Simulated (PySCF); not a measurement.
BH7OSi2. Atoms are numbered in the order given.

```xyz
11

B     -0.3604    -0.3253     0.0590
O     -1.3410    -1.2424     0.2354
H     -2.1631    -1.0469    -0.2378
Si    -0.6231     1.3332    -1.1104
H      0.3923     1.3803    -2.2073
H     -0.4693     2.5815    -0.3012
H     -1.9868     1.3539    -1.7386
Si     1.4141    -0.6579     1.0090
H      1.7651     0.5216     1.8621
H      2.5081    -0.7977    -0.0044
H      1.4099    -1.8798     1.8698
```

The structure is a stationary point at B3LYP-D3(BJ)/def2-SVP. The structure was generated by enumeration, and PubChem lists no compound with its InChIKey, so it may never have been made. Other conformers were not sampled.

Computed with HF/pcSseg-1 (PySCF).

GIAO shieldings, no solvent; atoms listed in one row are averaged. δ = σ(ref) − σ: ¹¹B against BF3 (σ = 102.7 ppm); ¹⁷O against H2O (σ = 333.0 ppm); ¹H against TMS (σ = 31.99 ppm); ²⁹Si against TMS (σ = 393.8 ppm), references at their B3LYP-D3(BJ)/def2-TZVP geometries, non-relativistic.

| nucleus | atoms | count | δ (ppm) |
|---|---|---|---|
| ¹¹B | B1 | 1 | 68.2 |
| ¹⁷O | O2 | 1 | 236.3 |
| ¹H | H3 | 1 | 7.28 |
| ¹H | H9, H10, H11 | 3 | 3.63 |
| ¹H | H5, H6, H7 | 3 | 3.52 |
| ²⁹Si | Si4 | 1 | -90.4 |
| ²⁹Si | Si8 | 1 | -91.9 |
